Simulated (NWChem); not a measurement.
System: GaH$_{3}$S$_{2}$O; SMILES [SH][Ga]([SH])[OH]

Input file for NWChem:

```
start job
memory heap 200 mb stack 900 mb global 1100 mb
geometry units angstroms noautoz
  Ga     0.311278     0.072320     0.000000
  O      2.082977     0.223417     0.000000
  H      2.575622    -0.602838     0.000000
  S     -0.726452    -1.875094     0.000000
  H      0.416497    -2.596178     0.000000
  S     -0.791151     1.966430     0.000000
  H     -1.996240     1.354503     0.000000
end
basis spherical
  Ga library 6-31g*
  O library 6-31g*
  H library 6-31g*
  S library 6-31g*
end
dft
  xc hfexch
  iterations 150
  mulliken
end
task dft energy
```

Coordinates come from a PBE0/def2-SVP optimisation.

Q: Predict the main results of this run. (Hartree-Fock/6-31G* (spherical d).) Quantities: basis functions; energy (Ha); highest occupied level (eV); orbital gap (eV); dipole (D).

A: 
```json
{
  "number_of_basis_functions": "88",
  "energy (Ha)": "-2794.69",
  "highest occupied level (eV)": "-10.46",
  "orbital gap (eV)": "12.48",
  "dipole (D)": "2.48"
}
```
